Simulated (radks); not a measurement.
Values are calculated unless marked as measured or tabulated.
Task: Species: Cd8+. Configuration: [Kr] 4d4 (the NIST ground configuration). Code: a radial shooting solver on a logarithmic mesh with Libxc functionals. Model: scalar-relativistic Kohn-Sham, PBEsol, spin-polarised, spherical densities, finite nucleus; open shells are filled with parallel spins first (spin-orbit coupling, left out, can overturn this in heavy ions); Fermi nuclear charge, rms radius 4.6087 fm. Some entries of the table are withheld. Estimate them.

orbital,occ.,eigenvalue (hartree),<r> (bohr),<1/r> (bohr^-1)
1s up,1,-979.6458,0.03041,50.62
1s down,1,-979.6455,0.03041,50.62
2s up,1,-150.1369,0.1317,11.52
2s down,1,-150.0924,0.1317,11.52
2p up,3,-135.3042,0.1149,11.11
2p down,3,-135.2699,0.1149,11.11
3s up,1,-32.31971,0.3581,4.066
3s down,1,-32.29475,0.3580,4.066
3p up,3,-27.45746,0.3567,3.875
3p down,3,-27.42935,0.3565,3.875
3d up,5,-19.86018,(1),3.651
3d down,5,-19.81890,(2),3.651
4s up,1,-8.98033,0.8464,1.636
4s down,1,-8.81063,0.8448,1.642
4p up,3,-7.47243,0.9009,1.509
4p down,3,-7.29953,0.9001,1.513
4d up,4,-5.20464,1.018,1.290
4d down,0,-5.03292,1.022,1.288

Result: 
(1) 3d up <r> (bohr): 0.3338
(2) 3d down <r> (bohr): 0.3336
